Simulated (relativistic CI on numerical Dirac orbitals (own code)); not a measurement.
# Radial parameters of Cs XVIII

These numbers are calculated, not measured: Dirac-Coulomb-Breit CI, separate exchange-only KLI orbitals for each configuration, model QED, unscaled Slater integrals (own radial code, finite nucleus).

Slater integrals F^k, G^k are unscaled and averaged over j, outside the closed core [Ar] 3d10; ζ comes from projecting the Hamiltonian with its Breit term on Σ l·s of the shell.

- 4s2 4p6 4d2: F^2(4d,4d) = 142480, F^4(4d,4d) = 96630, ζ(4d) = 9923.2 cm⁻¹; <r>(4d) = 0.7125, <r^2>(4d) = 0.5796 (bohr units).
- 4s2 4p5 4d3: ζ(4p) = 88245, F^2(4d,4d) = 142520, F^4(4d,4d) = 96656, F^2(4p,4d) = 146650, G^1(4p,4d) = 185210, G^3(4p,4d) = 117450, ζ(4d) = 9890.4 cm⁻¹; <r>(4p) = 0.679, <r^2>(4p) = 0.5207, <r>(4d) = 0.7122, <r^2>(4d) = 0.5791 (bohr units).
- 4s2 4p6 4d 4f: ζ(4d) = 9946.3, F^2(4d,4f) = 138780, F^4(4d,4f) = 91178, G^1(4d,4f) = 157670, G^3(4d,4f) = 104200, G^5(4d,4f) = 75291, ζ(4f) = 849.18 cm⁻¹; <r>(4d) = 0.7127, <r^2>(4d) = 0.5799, <r>(4f) = 0.7352, <r^2>(4f) = 0.6192 (bohr units).

**Question.** Give the Racah parameters of the d shell in 4s2 4p6 4d2.

**Answer.** B = F²/49 − 5F⁴/441 = 1812 cm⁻¹ and C = 35F⁴/441 = 7669 cm⁻¹.

Averages of the first 10 configurations, taken without configuration mixing, which lowers the lowest level and can move excited configurations by several eV; other configurations of the list can lie among them:

```json
{"Configuration": "4s2 4p6 4d2", "Parity": "even", "States": "45", "Average energy above the lowest level (eV)": "8.0"}
{"Configuration": "4s2 4p5 4d3", "Parity": "odd", "States": "720", "Average energy above the lowest level (eV)": "105.6"}
{"Configuration": "4s2 4p6 4d 4f", "Parity": "odd", "States": "140", "Average energy above the lowest level (eV)": "115.2"}
{"Configuration": "4s 4p6 4d3", "Parity": "even", "States": "240", "Average energy above the lowest level (eV)": "177.4"}
{"Configuration": "4s2 4p5 4d2 4f", "Parity": "even", "States": "3780", "Average energy above the lowest level (eV)": "211.3"}
{"Configuration": "4s2 4p6 4d 5s", "Parity": "even", "States": "20", "Average energy above the lowest level (eV)": "141.3"}
{"Configuration": "4s 4p6 4d2 4f", "Parity": "odd", "States": "1260", "Average energy above the lowest level (eV)": "283.4"}
{"Configuration": "4s2 4p6 4d 5p", "Parity": "odd", "States": "60", "Average energy above the lowest level (eV)": "167.5"}
{"Configuration": "4s2 4p6 4f 5s", "Parity": "odd", "States": "28", "Average energy above the lowest level (eV)": "249.2"}
{"Configuration": "4s2 4p6 4d 5d", "Parity": "even", "States": "100", "Average energy above the lowest level (eV)": "207.1"}
```
